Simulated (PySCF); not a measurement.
CH₄MoOS₂, SMILES [OH][Mo]([CH3])(=[S])=[S], multiplicity 1.

Coordinates come from a B3LYP-D3(BJ)/def2-SVP optimisation. The spin state was assumed, not searched. The def2 effective core potentials stand for the cores of Mo; spin–orbit coupling is left out. One conformer was computed; it need not be the lowest.

Two levels are set side by side: PBE/def2-TZVP (PySCF) and ωB97X/def2-TZVP (PySCF). Same geometry, gas phase. Differences are taken from unrounded values.

| quantity | ωB97X |
|---|---|
| orbital gap (eV) | 8.24 |
| highest occupied level (eV) | -9.38 |
| lowest empty level (eV) | -1.14 |
| dipole moment (D) | 2.76 |
| mean polarisability (bohr³) | 98.3 |

### Question
What does PBE give, and how far is it from ωB97X? (The exact figures need the calculation; the answer reports its results.)

### Answer

| quantity | PBE | PBE minus ωB97X |
|---|---|---|
| orbital gap (eV) | 2.37 | -5.87 |
| highest occupied level (eV) | -6.14 | 3.24 |
| lowest empty level (eV) | -3.77 | -2.63 |
| dipole moment (D) | 2.68 | -0.08 |
| mean polarisability (bohr³) | 100.0 | 1.7 |

Without exact exchange PBE keeps part of each electron's self-repulsion, which lifts occupied levels and narrows the gap. Differences between two approximate levels are no errors against the true value.

Rough cost on one machine, each run with all the roots and properties that it gave: ωB97X against PBE within a factor of 2.
